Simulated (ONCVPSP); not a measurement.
# silicon, ONCV: configuration errors across variants

| Item | Value |
| --- | --- |
| Element | silicon (Si) |
| Generator | ONCVPSP 4.0.1 |
| Type | optimised norm-conserving Vanderbilt (ONCV) |
| Functional | PBE |
| Relativity | scalar-relativistic |
| Frozen core | [Ne] |
| Valence charge | 4 |
| Reference configuration | 3s2 3p2 |
| Partial waves | 3s: rc 1.95 bohr, ncon 5, nbas 8, qcut 4.1 1/bohr, 2 projectors, debl 2.1 Ha; 3p: rc 1.75 bohr, ncon 4, nbas 9, qcut 5.3 1/bohr, 3 projectors, debl 1.6 Ha; d scattering state at 0.14 Ha: rc 1.60 bohr, ncon 3, nbas 7, qcut 7.1 1/bohr, 1 projector |
| Local potential | polynomial inside 1.40 bohr (lpopt 5, dvloc0 0 Ha) |
| Core correction | Teter function, fcfact 4.5, rcfact 1.45 |

All-electron excitation energies from the reference (eV): (1) 3s2 3p1 7.740; (2) 3s2 3p0 23.733; (3) 3s1 3p0 57.704; (4) 3s1 3p3 6.814.

A true bound ghost makes a file unfit for plane-wave use even where its test errors are small: the radial tests pick states by their node count and pass the ghost by.

Errors AE − PS in meV (a dash: test not solved or not reliable):

| change | (1) | (2) | (3) | (4) | bound ghosts | GHOST(+) flags above zero |
| --- | --- | --- | --- | --- | --- | --- |
| base | +1.6 | +8.2 | -1.7 | -3.3 | p | s |
| core correction Teter function, fcfact 4.5, rcfact 0.94 | -1.7 | -4.9 | +78 | +2.0 | p | s |
| core correction Teter function, fcfact 4.5, rcfact 1.36 | +1.1 | +10 | +47 | -1.9 | p | s |
| core correction Teter function, fcfact 4.5, rcfact 1.5 | +1.6 | +4.1 | -39 | -4.0 | p | s |
| core correction Teter function, fcfact 4.5, rcfact 1.62 | +0.1 | -17 | -159 | -5.8 | p | s |
| core correction Teter function, fcfact 4.5, rcfact 1.82 | -9.6 | -96 | -438 | -8.4 | p | s |
| core correction Teter function, fcfact 4.5, rcfact 2.04 | -34 | -235 | -808 | -11 | p | s |

Q: Give the same row for: core correction Teter function, fcfact 4.5, rcfact 1.2.

A: -0.4, +3.7, +81, +0.3; bound ghosts: p; GHOST(+) flags above zero: s.
